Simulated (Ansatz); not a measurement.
Ansatz (a first-principles code) input (B3LYP-D3(BJ)/def2-TZVP):

Ansatz 0.2 input:
```yaml
crystal:
  periodic: [false, false, false]
  atoms:
    - {symbol: F, position_ang: [1.28367354, -1.08022170, -0.11354182]}
    - {symbol: Ge, position_ang: [-0.00240995, -0.01417440, -0.01860008]}
    - {symbol: F, position_ang: [0.57445287, 1.55641359, -0.04265503]}
    - {symbol: F, position_ang: [-1.02534783, -0.25323312, -1.32098271]}
    - {symbol: F, position_ang: [-0.84332019, -0.27748065, 1.40371703]}
basis:
  gaussian:
    orbitals: def2-TZVP
hamiltonian:
  xc: b3lyp
  dispersion: d3bj
relax: {f_tol: 0.002, max_steps: 150}
```

Output:

```
Functional definition: B3LYP
integrals: 0.09 GiB planned
1013 factors; their error is unknown
mean field: 0.80 GiB planned
mean field evaluation 1: about -67389.2904 eV, gradient 7.0e1 eV
mean field evaluation 2: about -67377.3311 eV, gradient 1.2e2 eV
mean field evaluation 4: about -67395.5997 eV, gradient 1.6e0 eV
mean field evaluation 8: about -67395.5963 eV, gradient 2.5e-2 eV
mean field evaluation 16: about -67395.8400 eV, gradient 1.7e-5 eV
mean field -67395.83998775 eV, -2476.7514370088 hartree, gradient 1.7e-5 eV, S^2 0.000000; 0 other end points of the search recorded, 0 dependent functions left out
the calculation of the forces begins
reference -67395.84014872 eV, -2476.7514429242 hartree; 34, 34 occupied and 138, 138 virtual orbitals, 1013 factors
relax step   1: F+E_penalty+E_count = -67395.95556433 eV  Δ(F+E_penalty+E_count) = +0.000e0 eV  max|allowed force component| = 1.020e0 eV/Å  Δτ_max = 0.0000 Å  (25 SCF iters, accepted)
these checks for a lower state are left out or cut short: starts, cluster_reference, orbital_swaps, neighbouring_geometries, increment
integrals: 0.08 GiB planned
1013 factors; their error is unknown
mean field: 0.80 GiB planned
mean field -67395.88934775 eV, -2476.7532509553 hartree, gradient 8.8e-6 eV, S^2 0.000000; 0 other end points of the search recorded, 0 dependent functions left out
the calculation of the forces begins
reference -67395.88950893 eV, -2476.7532568783 hartree; 34, 34 occupied and 138, 138 virtual orbitals, 1013 factors
relax step   2: F+E_penalty+E_count = -67396.00435618 eV  Δ(F+E_penalty+E_count) = -4.879e-2 eV  max|allowed force component| = 4.287e-1 eV/Å  Δτ_max = 0.0160 Å  (28 SCF iters, accepted)
these checks for a lower state are left out or cut short: starts, cluster_reference, orbital_swaps, neighbouring_geometries, increment
integrals: 0.08 GiB planned
1013 factors; their error is unknown
mean field: 0.80 GiB planned
mean field -67395.90104615 eV, -2476.7536808634 hartree, gradient 9.5e-6 eV, S^2 0.000000; 0 other end points of the search recorded, 0 dependent functions left out
the calculation of the forces begins
reference -67395.90120748 eV, -2476.7536867923 hartree; 34, 34 occupied and 138, 138 virtual orbitals, 1013 factors
relax step   3: F+E_penalty+E_count = -67396.01562147 eV  Δ(F+E_penalty+E_count) = -1.127e-2 eV  max|allowed force component| = 2.128e-2 eV/Å  Δτ_max = 0.0120 Å  (28 SCF iters, accepted)
these checks for a lower state are left out or cut short: starts, cluster_reference, orbital_swaps, neighbouring_geometries, increment
integrals: 0.08 GiB planned
1013 factors; their error is unknown
mean field: 0.80 GiB planned
mean field evaluation 32: about -67395.9011 eV, gradient 8.9e-2 eV
mean field -67395.90109961 eV, -2476.7536828282 hartree, gradient 7.6e-5 eV, S^2 0.000000; 0 other end points of the search recorded, 0 dependent functions left out
the calculation of the forces begins
reference -67395.90126095 eV, -2476.7536887574 hartree; 34, 34 occupied and 138, 138 virtual orbitals, 1013 factors
relax step   4: F+E_penalty+E_count = -67396.01565128 eV  Δ(F+E_penalty+E_count) = -2.981e-5 eV  max|allowed force component| = 1.268e-4 eV/Å  Δτ_max = 0.0008 Å  (20 SCF iters, accepted)
integrals: 0.08 GiB planned
1013 factors; their error is unknown
mean field: 0.80 GiB planned
mean field -67395.90109961 eV, -2476.7536828282 hartree, gradient 7.6e-5 eV, S^2 0.000000; 1 other end points of the search recorded, 0 dependent functions left out
the calculation of the forces begins
reference -67395.90126095 eV, -2476.7536887574 hartree; 34, 34 occupied and 138, 138 virtual orbitals, 1013 factors
Total energy: -67396.01581262 eV, -2476.7578984536 hartree
Atom 0 at     1.304351    -1.099002    -0.115256 Å, force    -0.000127     0.000043     0.000010 eV/Å
Atom 1 at    -0.002591    -0.013737    -0.018412 Å, force     0.000016    -0.000067    -0.000008 eV/Å
Atom 2 at     0.583506     1.583495    -0.043205 Å, force    -0.000089    -0.000059     0.000006 eV/Å
Atom 3 at    -1.041529    -0.257330    -1.343760 Å, force     0.000105     0.000041     0.000050 eV/Å
Atom 4 at    -0.856689    -0.282123     1.428571 Å, force     0.000096     0.000041    -0.000058 eV/Å
Dipole moment:    -0.000001     0.000006     0.000001 e Å
```
